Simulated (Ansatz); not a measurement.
System: sum formula TaO₂H₂, charge 0, multiplicity 4. The spin state was set by rule; other spins were not relaxed. SMILES: [OH][Ta][OH]
Coordinates optimised at B3LYP-D3(BJ)/def2-TZVP (Ansatz, a quantum-chemistry and plane-wave program):
```xyz
5

Ta     0.0000     0.0000     0.0000
O      0.0000     0.0000    -1.9019
H      0.0000     0.0000    -2.8555
O      0.0000     0.0000     1.9019
H      0.0000     0.0000     2.8555
```
Charge 0, spin multiplicity 4.

Quantity: atomisation energy (electronic, to ground-state atoms), in kJ/mol. Cores are frozen in the correlated levels unless marked. Open shells are spin-unrestricted. Spin-orbit coupling is left out. Frozen are the shells of the preceding noble gas and the d and f shells that filled before the atom's block. Past Kr the def2 sets carry scalar-relativistic core potentials. The coupled-cluster limit lacks core correlation, which all-electron functionals hold. CBS(X,Y): correlation extrapolated as X^-3; Hartree-Fock from the larger set. The bracket is a focal-point correction in the basis named.

```csv
level,program,atomisation energy (kJ/mol)
B97M-V/def2-TZVPD,Ansatz,1923.7
B3LYP-D4/def2-TZVPD,Ansatz + dftd4,1915.9
PBE0/def2-TZVP,Ansatz,1914.1
r2SCANh-D4/def2-TZVPD,Ansatz + dftd4,1937.0
HSE06-D4/def2-TZVPD,Ansatz + dftd4,1923.0
B2PLYP-D4/def2-TZVPD,Ansatz + dftd4,1912.3
MP2/def2-SVP,Ansatz,1871.5
CCSD(T)/def2-TZVPPD,Ansatz,1897.4
"RI-MP2/CBS(def2-TZVPP,def2-QZVPP)+[CCSD(T)-MP2]/def2-TZVPP",Ansatz,1946.9
"RI-MP2/CBS(def2-TZVPPD,def2-QZVPPD)+[CCSD(T)-MP2]/def2-TZVPPD",Ansatz,1943.5
```
